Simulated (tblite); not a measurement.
Species: C₇H₆OSi.
Structure used (GFN2-xTB), in Å, numbered top down from 1:
```xyz
15
C7H6OSi angstrom
C     -3.3553   -0.3682   -1.4997
C     -2.3245   -0.1820   -0.9040
C     -1.1081   -0.0038   -0.2537
C     -0.9290    0.7944    0.8296
C      0.4028    0.8464    1.3577
C      1.3387    0.0958    0.7221
C      2.7229    0.0193    1.1050
O      3.5526   -0.6529    0.5319
Si     0.5540   -0.8264   -0.7306
H     -4.2586   -0.5222   -2.0100
H     -1.7246    1.3665    1.2854
H      0.6214    1.4606    2.2212
H      3.0023    0.6334    1.9872
H      1.0069   -0.3776   -2.0439
H      0.4940   -2.2754   -0.5625
```

Computed values, GFN2-xTB/tblite, gas phase, harmonic and unscaled. Against measured fundamentals such values can be off by several per cent, at times by over 20. Modes of hydrogen on silicon can be 10 to 20 % off. One conformer, not necessarily the lowest.

Harmonic wavenumbers (cm⁻¹): 67.6, 100.1, 120.2, 156.1, 206.9, 273.8, 344.2, 382.3, 397.3, 398.8, 519.4, 545.0, 569.4, 575.4, 602.2, 625.2, 646.3, 656.5, 711.9, 739.6, 823.1, 880.0, 922.2, 1050.3, 1183.9, 1217.5, 1244.0, 1287.9, 1368.2, 1487.9, 1583.0, 1701.4, 2210.4, 2293.8, 2297.8, 2723.1, 3053.3, 3072.4, 3395.3.

A = 4028, B = 803.9, C = 675.6 MHz; mass 134.019 u (most abundant isotopes); point group Cs, symmetry number 1.

What is the zero-point energy?

Half the sum of the wavenumbers: 21217 cm⁻¹ = 253.81 kJ/mol.

Entropy at 298.15 K, 1 bar (ideal gas, RRHO, classical rotation)?

Translation 169.94, rotation 122.91, vibration 109.72: S = 402.6 J/(mol K).

And Cp and H(298.15 K) − H(0)?

Cp = 159.95 J/(mol K), of which vibrations give 126.69 (their classical limit is 39 R = 324.3); H(298.15 K) − H(0) = 28.31 kJ/mol without the zero-point energy, 18.39 from vibrations.

What must be added to the electronic energy to get the Gibbs energy at 298.15 K and 1 bar?

ZPE + [H(298.15 K) − H(0)] − T·S = 253.81 + 28.31 − 120.03 = 162.09 kJ/mol.

How do the functions run with temperature in this model?

| T (K) | S (J/(mol K)) | Cp (J/(mol K)) | H − H(0) (kJ/mol) | G − H(0) (kJ/mol) | ln q(vib) |
| --- | --- | --- | --- | --- | --- |
| 150 | 316.5 | 95.3 | 9.19 | -38.28 | 2.22 |
| 250 | 376.1 | 141.0 | 21.06 | -72.96 | 4.59 |
| 400 | 454.4 | 193.2 | 46.37 | -135.41 | 8.32 |
| 600 | 542.1 | 238.7 | 89.91 | -235.34 | 13.16 |
| 900 | 647.4 | 279.9 | 168.27 | -414.42 | 19.74 |

q(vib) and H(0) count from the zero-point level.

Blend soft modes into free rotors: weight 1/[1 + (100 cm⁻¹/ν̃)⁴] for the oscillator and the rest for a rotor with moment μB/(μ + B), μ = h/(8π²ν), B = 10⁻⁴⁴ kg m². What vibrational entropy results?

104.49 J/(mol K) in place of 109.72, which changes −T·S at 298.15 K by +1.56 kJ/mol.

Hindered rotation and anharmonicity are outside this model. Other conformers, if any are populated, would add a mixing term that is left out.
